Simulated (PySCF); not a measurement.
## Computed structure and properties of Bi(CN)3

System: Bi(CN)3 (singlet); start: displaced along the imaginary mode (C3v). Method: PySCF 2.14.0, RKS r2SCAN, Bi def2-SVP with ECP60, C def2-SVP, N def2-SVP; non-relativistic Hamiltonian with scalar-relativistic core potentials where named; density fitting; no spin-orbit coupling.

Input of the relaxation:

```python
mol = gto.M(atom='''
Bi    -0.00000     0.00000     0.03407
C      2.42608    -0.00000    -0.25000
N      3.60077    -0.00001     0.04478
C     -1.21303     2.10105    -0.25000
N     -1.80038     3.11836     0.04478
C     -1.21304    -2.10104    -0.25000
N     -1.80039    -3.11835     0.04478''',
    basis={'Bi': 'def2-SVP', 'C': 'def2-SVP', 'N': 'def2-SVP'},
    ecp={'Bi': 'def2-SVP'},
    charge=0, spin=0)
mf = dft.RKS(mol, xc='R2SCAN')
mf.grids.atom_grid = (50, 194)
mf = mf.density_fit()  # fitting sets: Bi def2-universal-JKFIT, C def2-universal-JKFIT, N def2-universal-JKFIT
mf.conv_tol = 1e-08; mf.max_cycle = 55
mf.kernel(dm0)  # dm0: converged density of the start geometry
# quasi-Newton relaxation in Cartesian coordinates to a largest gradient under 0.00045 Eh/bohr, steps kept in the point group
```

Run from Python with OMP_NUM_THREADS=2; the lines above give its settings. Where DIIS fails, smearing, a level shift and second-order steps follow.
It took 2.3 min on 2 threads of Arm Neoverse V1, with other jobs on the host, from the converged density of the start.

Course of the relaxation:

```tsv
step	energy above end (eV)	largest force component within the symmetry (eV/Å)
0	2.4905	3.947
1	1.7908	2.887
2	1.2691	0.959
3	0.6773	1.396
4	0.3508	0.473
5	0.2619	1.869
6	0.2066	0.379
7	0.1470	0.764
13	0.0134	0.220
14	0.0057	0.544
15	0.0017	0.075
16	0.0004	0.035
17	0.0001	0.060
18	0.0000	0.015
```
(The steps between are left out.)

Relaxed geometry (C3v):

```xyz
7

Bi    0.0000    0.0000    1.2015
C     1.8616    0.0000   -0.0324
N     2.9005    0.0000   -0.5619
C    -0.9308    1.6122   -0.0324
N    -1.4502    2.5119   -0.5619
C    -0.9308   -1.6122   -0.0324
N    -1.4503   -2.5119   -0.5619
```

| contact | Å |
| --- | --- |
| Bi1–C2 (CN) | 2.233 |
| Bi1–C4 (CN) | 2.233 |
| Bi1–C6 (CN) | 2.233 |

On the finer grid (75, 302):

| Property | Result |
| --- | --- |
| HOMO | -8.88 eV |
| LUMO | -3.42 eV |
| Dipole about the centre of mass | 6.42 D |
| Set of Mulliken populations of Bi1 outside the core potential | s 3.80, p 8.00, d 10.14 |
| D3(BJ) dispersion energy (not in the energies) | -0.065 eV |

```csv
atom,Mulliken (e),Löwdin (e),spin (e)
Bi1,1.07,0.80,0.00
C2,-0.31,-0.23,0.00
N3,-0.04,-0.03,0.00
C4,-0.31,-0.23,0.00
N5,-0.04,-0.03,0.00
C6,-0.31,-0.23,0.00
N7,-0.04,-0.03,0.00
```

No frequency check is given for this geometry.

Taking off one CN (charge -1, singlet; the rest: singlet) in vacuum, both parts rigid, costs 9.35 eV; the small basis without counterpoise inflates it. Most of it is the attraction of opposite charges; other ways to part are cheaper, and one spin state was tried for the rest.

Rigid scan of CN along the line from its metal:

| distance to C2 (Å) | energy (eV) |
| --- | --- |
| 1.93 | 0.859 |
| 2.03 | 0.330 |
| 2.13 | 0.072 |
| 2.23 | 0.000 |
| 2.33 | 0.054 |
| 2.43 | 0.192 |
| 2.63 | 0.607 |
| 2.93 | 1.330 |
| 3.33 | 2.184 |
| 3.83 | 2.938 |

One start shape was tried, so this needn't be the lowest isomer.
